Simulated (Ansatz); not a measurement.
Total energies of Ga₇P₇H₂₀, a nanocrystal cut from zinc blende GaP (hydrogen-capped) from Ansatz at PBE0-D4/def2-TZVP, gas phase (1 Eh = 27.2114 eV = 2625.5 kJ/mol). The reference geometry is relaxed at PBE-D4/def2-SVP.

```xyz
34

Ga   -2.852    1.115   -2.177
Ga    0.819   -2.459    2.816
Ga   -1.536    0.843    1.542
Ga   -0.547   -1.942   -1.178
Ga    0.986    0.851   -3.523
Ga    2.249    0.584    0.216
Ga   -0.013    3.678   -0.760
P     0.033   -3.357    0.748
P    -2.141   -0.403   -0.368
P    -0.729    2.191   -2.506
P    -0.867   -0.819    3.225
P     2.577   -1.055    2.018
P     0.459    1.946    0.931
P     1.377   -0.644   -1.601
H    -3.889    2.096   -1.496
H    -3.202    0.162   -3.390
H     1.155   -3.469    3.972
H    -2.658    1.702    2.235
H    -1.009   -2.944   -2.300
H     0.386   -0.086   -4.647
H     2.331    1.669   -3.679
H     3.652    1.271    0.023
H    -1.231    4.496   -0.172
H     1.398    4.310   -1.095
H    -1.051   -4.230    1.083
H     0.979   -4.364    0.371
H    -3.267   -1.193    0.033
H    -1.036    3.113   -3.561
H    -2.005   -1.536    3.715
H    -0.502   -0.179    4.453
H     3.136   -0.428    3.178
H     3.675   -1.925    1.724
H     0.922    2.589    2.125
H     2.401   -1.582   -1.955
```

```csv
state,geometry,energy (Eh)
charge 0 singlet,reference,-15873.24439
charge 1 doublet,reference,-15872.94340
charge 1 doublet,relaxed at PBE-D4/def2-SVP,-15872.97186
charge -1 doublet,reference,-15873.26108
charge -1 doublet,relaxed at PBE-D4/def2-SVP,-15873.29590
free Ga atom (doublet),–,-1924.55212
free P atom (quartet),–,-341.13505
free H atom (doublet),–,-0.50104
```

Single mean-field runs in def2-TZVP are fitted with def2-universal-jkfit.

(1) Work out the vertical ionisation energy to the doublet.

(2) Work out the vertical electron affinity, to the doublet.

(3) Give the fundamental gap IE − EA, the Mulliken electronegativity (IE + EA)/2 and the hardness (IE − EA)/2.

(4) How much does the charge 1 doublet relax, and what is the adiabatic ionisation energy?

(5) How much does the charge -1 doublet relax, and what is the adiabatic electron affinity?

(6) What is the binding energy per atom against free atoms?

(1) E(charge 1 doublet) − E(charge 0 singlet) = -15872.94340 − (-15873.24439) = 0.30099 Eh = 8.19 eV. For comparison, −ε of the highest occupied level is 6.87 eV at this level, 1.32 eV less.

(2) E(charge 0 singlet) − E(charge -1 doublet) = -15873.24439 − (-15873.26108) = 0.01669 Eh = 0.45 eV. The basis lacks diffuse functions, which makes affinities too small.

(3) From the values in Eh: IE − EA = 0.30099 − 0.01669 = 0.28430 Eh = 7.74 eV; (IE + EA)/2 = 4.32 eV; (IE − EA)/2 = 3.87 eV. The HOMO–LUMO gap of the same run is 5.38 eV, 2.36 eV smaller than the fundamental gap.

(4) Relaxation: -15872.94340 − (-15872.97186) = 0.02846 Eh = 0.77 eV. Adiabatic ionisation energy: 0.27253 Eh = 7.42 eV, without zero-point energy. 

(5) Relaxation: -15873.26108 − (-15873.29590) = 0.03482 Eh = 0.95 eV. Adiabatic electron affinity: 0.05151 Eh = 1.40 eV, without zero-point energy. 

(6) Atoms: 7 × (-1924.55212) + 7 × (-341.13505) + 20 × (-0.50104) = -15869.83099 Eh. Binding: -15869.83099 − (-15873.24439) = 3.41340 Eh = 92.88 eV, or 2.73 eV for each of 34 atoms (no zero-point energy, no counterpoise term).

At PBE0-D4/def2-TZVP the highest occupied level of the charge -1 doublet lies above zero (up to 0.74 eV). By energy differences its removal costs 0.45 eV (vertical, to the charge 0 singlet, at PBE0-D4/def2-TZVP); self-interaction error and the lack of diffuse functions both raise the level.
